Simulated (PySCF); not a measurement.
Species: C6H7F2N.
Atom-mapped SMILES: `[N:1]#[C:2][C@@H:3]([F:4])[C@@H:5]1[CH2:6][CH2:7][C@@H:8]1[F:9]` (hydrogens: H10 on C3; H11 on C5; H12, H13 on C6; H14, H15 on C7; H16 on C8)

Geometry (GFN2-xTB, Å), atoms numbered from 1 in this order:
```xyz
16
C6H7F2N angstrom
N      3.2830    1.2100   -0.5913
C      2.4242    0.4588   -0.5964
C      1.3238   -0.4917   -0.5662
F      1.8123   -1.7605   -0.3243
C      0.3238   -0.1190    0.5293
C     -0.9453   -0.9955    0.5342
C     -1.7625    0.1847   -0.0183
C     -0.5489    1.1013    0.1749
F     -0.1629    1.7767   -0.9560
H      0.8419   -0.5215   -1.5540
H      0.8506   -0.0500    1.4828
H     -1.2431   -1.3018    1.5333
H     -0.8949   -1.8751   -0.1035
H     -2.0258    0.0817   -1.0686
H     -2.6490    0.4619    0.5455
H     -0.6348    1.8490    0.9670
```

Computed, not measured: TDDFT PBE0/def2-SVPD, vertical, gas phase, core orbitals frozen in the response in PySCF.

| state | E (eV) | E (hartree) | f | \|μ\| (D) | main configurations (H = HOMO, L = LUMO) |
| --- | --- | --- | --- | --- | --- |
| S1 | 7.28 | 0.2675 | 0.0007 | 0.16 | H-1→L (46%), H-2→L (40%) |
| S2 | 7.82 | 0.2875 | 0.0071 | 0.49 | H→L (86%) |
| S3 | 7.97 | 0.2927 | 0.012 | 0.63 | H-1→L (45%), H-2→L (28%) |
| S4 | 8.05 | 0.2959 | 0.0001 | 0.07 | H-3→L (37%), H-2→L (10%) |
| S5 | 8.32 | 0.3057 | 0.011 | 0.59 | H-3→L+2 (32%), H-3→L+1 (20%), H→L+1 (15%) |
| S6 | 8.36 | 0.3074 | 0.012 | 0.61 | H→L+1 (57%), H→L+2 (34%) |
| S7 | 8.44 | 0.3100 | 0.0084 | 0.51 | H-1→L+1 (56%), H-1→L+2 (38%) |
| S8 | 8.53 | 0.3134 | 0.0003 | 0.10 | H→L+2 (40%), H→L+1 (21%), H-5→L (14%) |

Triplets, Tamm–Dancoff:

```tsv
state	E (eV)	λ (nm)	main configurations (H = HOMO, L = LUMO)
T1	6.23	199.0	H-3→L (54%)
T2	6.65	186.4	H-2→L (41%), H-1→L (27%)
T3	6.91	179.6	H-2→L+2 (19%), H-3→L (17%), H-2→L+1 (11%)
```

The lowest singlet comes at 170 nm (702 kJ/mol) in the vacuum ultraviolet; it is very weak; its leading configuration is HOMO-1→LUMO (46%). The largest oscillator strength of a single state is 0.012. Löwdin shares by element: HOMO (one of a set within 0.03 eV) carbon 47% or more, fluorine 18% or more (atoms not listed hold the other 36%); LUMO carbon 40% or more, nitrogen 27%, fluorine 13% or more (atoms not listed hold the other 21%). The listed states span 1.25 eV, and the widest gap between neighbours is 0.55 eV (S1 to S2). The oscillator strengths of these states sum to 0.051; summed over the whole spectrum of an exact calculation they would give the number of electrons, 68 (Thomas–Reiche–Kuhn). Weighted by f, the mean energy of these states is 8.18 eV. Singlets were solved by full linear response, triplets in the Tamm–Dancoff approximation.

One conformer stands for the species.
